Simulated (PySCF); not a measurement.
Ga(Br)(Et)2, SMILES [CH2]([Ga]([CH2]C)[Br])C (C4H10BrGa) (GFN2-xTB optimised geometry):

```
16

Ga    -0.107    -0.023     0.000
Br    -1.030    -2.152     0.001
C     -1.501     1.516     0.000
C     -2.931     0.972     0.009
H     -1.336     2.144    -0.883
H     -1.327     2.152     0.876
H     -3.111     0.360     0.896
H     -3.118     0.351    -0.870
H     -3.654     1.788     0.008
C      1.968    -0.023     0.000
C      2.564     1.385    -0.002
H      2.313    -0.585    -0.879
H      2.313    -0.582     0.881
H      2.248     1.944     0.879
H      2.247     1.941    -0.886
H      3.654     1.342    -0.003
```

Calculation: PBE0/def2-TZVP (PySCF).

### Question
What are the frontier orbital energies and the dipole moment?

### Answer
HOMO-2 -8.18 eV, HOMO-1 -8.18 eV, HOMO -7.17 eV, LUMO -1.13 eV, LUMO+1 -0.22 eV; dipole moment 2.75 D.

On the same geometry PBE/def2-TZVP (PySCF) gives HOMO-2 -6.93 eV, HOMO-1 -6.89 eV, HOMO -6.03 eV, LUMO -1.91 eV, LUMO+1 -1.09 eV; dipole moment 2.66 D.

Meta-Löwdin charges at PBE0/def2-TZVP: Ga1 0.58, Br2 -0.31, C3 -0.39, C4 -0.33, H5 0.12, H6 0.12, H7 0.12, H8 0.12, H9 0.11, C10 -0.39, C11 -0.33, H12 0.12, H13 0.12, H14 0.11, H15 0.11, H16 0.12.
